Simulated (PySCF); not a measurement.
C5H12OS (charge +1 and doublet state).
Geometry (GFN2-xTB, Å), atoms numbered from 1 in this order:
```xyz
19
C5H12OS angstrom
C     -0.745   -0.786   -1.262
C     -0.318   -0.196    0.078
C     -1.313   -0.548    1.178
C     -0.160    1.331   -0.039
O      0.826    1.607   -1.001
C      1.073   -0.748    0.482
S      2.351   -0.239   -0.690
H     -0.072   -0.474   -2.058
H     -1.749   -0.457   -1.515
H     -0.756   -1.872   -1.219
H     -1.016   -0.130    2.136
H     -1.401   -1.625    1.283
H     -2.298   -0.160    0.929
H      0.084    1.773    0.934
H     -1.118    1.748   -0.378
H      1.154    2.513   -0.925
H      1.033   -1.837    0.437
H      1.345   -0.435    1.488
H      3.070    0.546    0.136
```

The hyperfine couplings belong to this conformer and change with its torsions.

The species is `[SH+]CC(CO)(C)C` [radical] (charge +1).

Computed, not measured: UKS B3LYP, pcH-1 on C H O S, non-relativistic, mean-field spin-orbit, GIAO (PySCF 2.14.0). Geometry: GFN2-xTB, one conformer, isolated ion. A GFN2-xTB geometry isn't a minimum of the functional, and hyperfine couplings can be far from their values at a DFT geometry, by a factor of two or more for some ions and for spin on atoms past the first row. No stability test was run, so a lower SCF solution isn't excluded.

Give the principal g shifts and their parts.

| Δg (ppt) | 1 | 2 | 3 |
| --- | --- | --- | --- |
| relativistic mass correction | -0.29 | -0.29 | -0.29 |
| gauge correction | 0.00 | 0.07 | 0.09 |
| orbital Zeeman/spin–orbit | 0.27 | 7.70 | 17.62 |
| total | -0.02 | 7.48 | 17.42 |

So g = 2.00229, 2.00980, 2.01974 and g_iso = 2.01061; the tensor is rhombic: the two nearest values differ by 43 % of g3 − g1. 

What effective moment and Curie constant follow for a powder?

With the mean of g² = 4.0426 and S(S+1) = 0.75: μ_eff = √(⟨g²⟩S(S+1)) = 1.741 μB and χT = 0.12505·⟨g²⟩·S(S+1) = 0.379 cm³ K/mol (cgs; spin-Hamiltonian part alone).

How much does each term add to the isotropic shift?

The orbital-Zeeman/spin–orbit term 8.53, the mass correction -0.29 and the gauge correction 0.05 ppt, for a total of 8.29 ppt. The orbital-Zeeman/spin–orbit term is the largest in size. The mass correction is the same along every axis, so the anisotropy comes from the other two: their spans along these axes are 0.09 (gauge) and 17.35 ppt (orbital Zeeman/spin–orbit).

At 33.897 GHz, how far is the centre of the isotropic spectrum from where a free electron (g = 2.002319) resonates?

B = hν/(g μB) with μB/h = 13.99624 MHz/mT gives 1209.53 mT for the free electron and 1204.54 mT at g_iso, 4.99 mT lower.

In a frozen sample, at which fields do the three g values resonate at 9.5, 34, 94 and 263 GHz (hyperfine left aside), and which band first spreads them over more than twice a line width of 0.5 mT?

| band | GHz | B(g3) mT | B(g2) mT | B(g1) mT | spread mT |
| --- | --- | --- | --- | --- | --- |
| X | 9.5 | 336.06 | 337.72 | 338.99 | 2.93 |
| Q | 34.0 | 1202.74 | 1208.69 | 1213.22 | 10.48 |
| W | 94.0 | 3325.22 | 3341.67 | 3354.20 | 28.98 |
| J | 263.0 | 9303.54 | 9349.58 | 9384.61 | 81.07 |

The spread grows in proportion to the frequency. X band is the first where it exceeds 1.0 mT.

The Mulliken spin populations are largest on S7 (+0.73) and O5 (+0.21).

The HOMO–LUMO gaps are 7.09 eV among the α and 3.80 eV among the β orbitals.

Time: 2.8 min of wall time (with the writing of density and orbital grids); peak memory 1.0 GiB. Hardware: Arm Neoverse N1, one thread, on a shared host.
